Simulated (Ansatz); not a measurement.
Compare A (`Cl[SiH]1BCO1`) with its isomer B (`ClB1CO[SiH2]1`).

Isolated molecules relaxed with PBE0-D4/def2-TZVP in Ansatz; ΔE leaves out vibrations. CBS: MP2 limit from def2 TZ/QZ plus the TZ coupled-cluster correction, frozen cores. Functionals use def2-TZVPP.

A:

```xyz
9

Cl    1.0302    2.6275   -0.3448
Si    0.8560    0.7557    0.4960
B    -1.0044    0.0001    0.5230
C    -0.3872   -0.9014   -0.6070
O     1.0036   -0.4655   -0.6284
H     1.8900    0.6969    1.5575
H    -2.0981    0.0231    0.9869
H    -0.4412   -1.9772   -0.3890
H    -0.8488   -0.7592   -1.5943
```

B:

```xyz
9

Cl   -0.109   -2.758   -0.096
B    -0.012   -1.041   -0.002
C    -0.752    0.060   -0.858
O    -0.214    1.262   -0.249
Si    0.793    0.563    0.901
H    -0.514    0.033   -1.930
H    -1.846    0.041   -0.771
H     0.424    0.926    2.298
H     2.229    0.913    0.708
```

Which is lower in electronic energy at CCSD(T)/CBS, and by how much? (An estimate is asked.)

Computed: A, by 12.5 kJ/mol.

Give E(B) − E(A) in kJ/mol with B2PLYP, HF/def2-TZVPP, CCSD(T)/def2-TZVPP, CCSD/def2-TZVPP, r2SCAN-D4, MP2/def2-TZVPP, PBE0-D4. (Estimate.)

Computed: B2PLYP 9.5, HF/def2-TZVPP 19.1, CCSD(T)/def2-TZVPP 7.8, CCSD/def2-TZVPP 10.0, r2SCAN-D4 9.0, MP2/def2-TZVPP 9.8, PBE0-D4 7.7. None reverses the order clearly.

Largest T1 diagnostic: 0.013.

In def2-TZVPP, CCSD(T) changes the Hartree–Fock value by −11.3 kJ/mol (the triples alone add −2.2 kJ/mol) and MP2 by −9.2 kJ/mol. From PBE to PBE0 (25 % exact exchange), in def2-TZVPP and without D4, E(B) − E(A) moves by +4.6 kJ/mol.
